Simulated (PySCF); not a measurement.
C7H13Al.
SMILES: `C=[CH][AlH][CH]1CCCC1`

A linear-response calculation (PySCF, def2-SVPD basis, gas phase, vertical, core orbitals frozen in the response) gave these numbers; the functional is withheld.

Orbital energies (eV): HOMO-3 -10.14, HOMO-2 -9.35, HOMO-1 -9.29, HOMO -8.57, LUMO -0.38, LUMO+1 0.90, LUMO+2 1.46.

```json
{"state": "S1", "E (eV)": "4.78", "f": "0.0005", "main configurations (H = HOMO, L = LUMO)": "H→L (91%)"}
{"state": "S2", "E (eV)": "5.30", "f": "0.0006", "main configurations (H = HOMO, L = LUMO)": "H-2→L (90%)"}
{"state": "S3", "E (eV)": "6.13", "f": "0.274", "main configurations (H = HOMO, L = LUMO)": "H-1→L (98%)"}
{"state": "S4", "E (eV)": "6.78", "f": "0.022", "main configurations (H = HOMO, L = LUMO)": "H→L+2 (28%), H→L+1 (27%), H-2→L+2 (27%)"}
{"state": "S5", "E (eV)": "6.79", "f": "0.042", "main configurations (H = HOMO, L = LUMO)": "H→L+1 (60%), H→L+2 (14%), H-2→L+2 (12%)"}
{"state": "S6", "E (eV)": "7.29", "f": "0.0012", "main configurations (H = HOMO, L = LUMO)": "H-4→L (87%)"}
```

Triplets (Tamm–Dancoff): T1 3.96 eV, H-1→L (69%), H-1→L+2 (25%); T2 4.46 eV, H→L (79%), H-2→L (13%); T3 4.88 eV, H-2→L (76%), H→L (14%); T4 6.26 eV, H-2→L+2 (44%), H-8→L (22%), H→L+2 (17%).

Vertical ionisation energy by ΔSCF with the same functional: 9.14 eV. Mean static polarisability: 109.4 au.

Task: Name the functional.
A. B3LYP
B. CAM-B3LYP
C. PBE
D. HF

Result: B. CAM-B3LYP is range-separated, 19% exact exchange at short range and 65% at long range (ω = 0.33 bohr⁻¹). In this run −ε(HOMO) = 8.57 eV differs from the ΔSCF value by -0.57 eV, and S1 differs from the orbital gap of 8.19 eV by -3.40 eV. The ratio −ε(HOMO)/IP is 0.94. Usual ranges for neutral molecules in this basis: 0.85 to 0.93 with CAM-B3LYP, 0.5 to 0.7 with PBE, 0.67 to 0.83 with B3LYP; Hartree–Fock can't fall below 1, since the ion's relaxation only lowers the ΔSCF value.

The calculation used PySCF, TDDFT CAM-B3LYP/def2-SVPD, vertical, gas phase, core orbitals frozen in the response. The structure is a single PBE0-D3(BJ)/def2-SVP conformer in the gas phase; no vibrational or solvent corrections.

Time: 4.2 min wall (grids of density and orbitals included); peak memory 1.3 GiB. Hardware: AMD EPYC 9R45, one thread, no GPU, shared host with 96 logical CPUs at a one-minute load of 16.
